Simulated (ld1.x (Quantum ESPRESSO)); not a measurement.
**Ranking TM potentials for I (Z = 53)**

All share these settings but for the change named:

ld1.x (Quantum ESPRESSO) 7.5 input, shortened:

```
&input
   title='I', zed=53., rel=1, dft='PBE', iswitch=3,
   config='[Kr] 4d10 5s1 5p6'
 /
 &inputp
   pseudotype=2, tm=.true., lloc=0,
   nlcc=.true., rcore=1.45
 /
2
5P  2  1   6.00   0.00  2.20  2.20  0.0
5S  1  0   1.00   0.00  1.60  1.60  0.0
 &test
   configts(1)='5s1 5p6'
 /
```

Test errors are all-electron minus pseudo excitation energies from the reference, over 5s2 5p5; 5s2 5p4; 5s2 5p3; 5s2 5p4.5; 5s1 5p5; 5s2 5p2; 5s2 5p1. None of these files shows a bound ghost.

The base gives 98.8 meV.

Of 11 variants that were run, those that failed, showed a ghost or another fault, or gave nearly equal values are left out.

A variant can come out equal or close to the base, since the largest error may sit in a test that the change hardly touches while other tests move.

Task: Rank these variants by their largest absolute test error, smallest first.
A. wave 5p (bound): rc 2.20 bohr becomes 5p (bound): rc 2.84 bohr
B. all radii but the core radius scaled by about 0.87 (s 1.40, p 1.92 bohr)
C. wave 5s (bound): rc 1.60 bohr becomes 5s (bound): rc 2.36 bohr
D. all radii but the core radius scaled by about 1.15 (s 1.84, p 2.52 bohr)
E. core correction a·sin(br)/r model core inside 1.94 bohr

Result: C (25.8 meV), B (91.6 meV), D (164.8 meV), E (203.5 meV), A (306.5 meV).
